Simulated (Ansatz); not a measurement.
```yaml
crystal:
  periodic: [false, false, false]
  atoms:
    - {symbol: C, position_ang: [-1.729367, -1.061436, 0.162527]}
    - {symbol: N, position_ang: [-1.273494, 0.272007, 0.497315]}
    - {symbol: C, position_ang: [-2.346144, 1.145067, 0.914280]}
    - {symbol: Si, position_ang: [0.369986, 0.519897, 0.829885]}
    - {symbol: Cl, position_ang: [0.974474, -0.274526, 2.632856]}
    - {symbol: Cl, position_ang: [0.661564, 2.552900, 1.000405]}
    - {symbol: N, position_ang: [1.312667, -0.200160, -0.380840]}
    - {symbol: C, position_ang: [2.655226, -0.701844, -0.200713]}
    - {symbol: C, position_ang: [0.987000, 0.054208, -1.769089]}
    - {symbol: H, position_ang: [-2.221918, -1.547642, 1.015028]}
    - {symbol: H, position_ang: [-2.449511, -1.021050, -0.663480]}
    - {symbol: H, position_ang: [-0.890824, -1.686239, -0.147688]}
    - {symbol: H, position_ang: [-2.854331, 0.764293, 1.810395]}
    - {symbol: H, position_ang: [-1.970414, 2.143479, 1.131773]}
    - {symbol: H, position_ang: [-3.093909, 1.229401, 0.116843]}
    - {symbol: H, position_ang: [2.785590, -1.636294, -0.759269]}
    - {symbol: H, position_ang: [2.854626, -0.905871, 0.849948]}
    - {symbol: H, position_ang: [3.407258, 0.011970, -0.562882]}
    - {symbol: H, position_ang: [1.064689, -0.870313, -2.353692]}
    - {symbol: H, position_ang: [-0.033037, 0.429621, -1.860645]}
    - {symbol: H, position_ang: [1.665370, 0.793030, -2.215958]}
basis:
  gaussian: {orbitals: def2-SVPD, fitting: {mean_field: def2-universal-jkfit}}
total_charge: 1
magnetization: {spin_polarized: true, initial_magnetization: 1}
hamiltonian: {xc: {name: B3LYP}}
```

```sh
$ ansatz run in.yaml --threads 4 --pin off --events-out ev --progress --plain --max-ram 46080MiB --backend cuda --devices 0, --max-vram 37GiB
```

Output, abridged:

```
Functional definition: B3LYP
1054 factors; integrals over basis functions are off by at most 2.3e-1 eV
mean field evaluation 1: about -40204.6151 eV, gradient 6.8e1 eV
mean field evaluation 2: about -40123.0381 eV, gradient 1.4e2 eV
mean field evaluation 4: about -40227.1502 eV, gradient 1.9e1 eV
mean field evaluation 8: about -40228.8528 eV, gradient 6.8e-1 eV
mean field evaluation 16: about -40228.8596 eV, gradient 4.6e-3 eV
mean field evaluation 32: about -40228.8949 eV, gradient 2.1e-2 eV
mean field -40228.89463175 eV, -1478.3846095928 hartree, gradient 2.8e-5 eV, S^2 0.758148; 6 other end points of the search recorded, 0 dependent functions left out
reference -40228.89498485 eV, -1478.3846225690 hartree; 49, 48 occupied and 245, 246 virtual orbitals, 1054 factors
Total energy: -40228.89498485 eV, -1478.3846225690 hartree
```

Run time 7 s (4 threads of an AMD EPYC 7R13 on a shared host and a share of an NVIDIA H100 80 GB); peak host memory 0.89 GiB.
